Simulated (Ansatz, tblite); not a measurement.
Cost and result up the ladder for AlCl₃ (4 atoms). The state is a singlet with charge 0. Geometry: PBE-D4/def2-TZVP.

```xyz
4

Al    0.0000    0.0000    0.0000
Cl   -1.1909    1.7099    0.0565
Cl   -0.8736   -1.8692   -0.2965
Cl    2.0645    0.1593    0.2399
```

Ansatz on 4 threads of Arm Neoverse V2 on a shared host; xTB runs through tblite on one thread. Times are rough, summed over both states, and most runs start from the orbitals of an earlier one. PBE0-D4/def2-TZVP serves as the yardstick here, not as an exact answer. The other state is a doublet.

The xTB rows come from tblite. Correlated methods freeze 20 core orbitals.

Raw xTB energies of ions are shifted by several eV.

```
              level  functions  wall time  vertical IE (eV)  difference from PBE0-D4/def2-TZVP (eV)                remarks
           GFN1-xTB         36    0.007 s             15.54                                    4.11                      –
           GFN2-xTB         36    0.007 s             14.87                                    3.43                      –
   PBE-D4/def2-TZVP        148      2.3 s             10.85                                   -0.58                      –
  PBE0-D4/def2-TZVP        148      3.5 s             11.43                                    0.00                      –
r2SCAN-D4/def2-TZVP        148      6.1 s             11.14                                   -0.29                      –
 CCSD(T)/def2-TZVPP        168       66 s             12.02                                    0.59  large T1 (+1 doublet)
```
